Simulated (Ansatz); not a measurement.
Consider the ligand exchange at the Si–C bond: `C=C([SiH3])C[SiH3]` + `O[SiH](F)[SeH]` → `F[SiH]([SeH])O[SiH3]` + `C=C(C)[SiH3]`.

Gas-phase electronic energies from Ansatz, PBE0-D4/def2-TZVP geometries. CBS: MP2 limit from def2 TZ/QZ plus the TZ coupled-cluster correction, frozen cores. Functionals use def2-TZVPP. For Se outer-core shells are correlated without core-valence functions, which leaves a few kJ/mol of doubt a bond. Scalar relativity is left out up to krypton. One conformer a species, not always the lowest.

| level | ΔE (kJ/mol) |
| --- | --- |
| PBE | -91.3 |
| SCS-MP2/def2-QZVPP | -112.7 |

(1) What does CCSD(T)/CBS give? (Estimate.)

Largest T1 diagnostic among the species: 0.011.

Answers

(1) Ansatz gave: -106.7 kJ/mol. The listed levels differ from it by 15.4, -6.0 kJ/mol.

Leaving LDA and LC-ωPBE aside and taking each functional with its dispersion term where it has one, the values, not all of them listed here, spread over 30.3 kJ/mol, from BHLYP-D4 to revPBE-D4. LDA lies +4.1 kJ/mol from PBE without D4. From PBE to PBE0 (25 % exact exchange), in def2-TZVPP and without D4, ΔE moves by −6.2 kJ/mol. In def2-TZVPP, CCSD(T) changes the Hartree–Fock value by +26.3 kJ/mol (the triples alone add +4.0 kJ/mol) and MP2 by +26.7 kJ/mol.
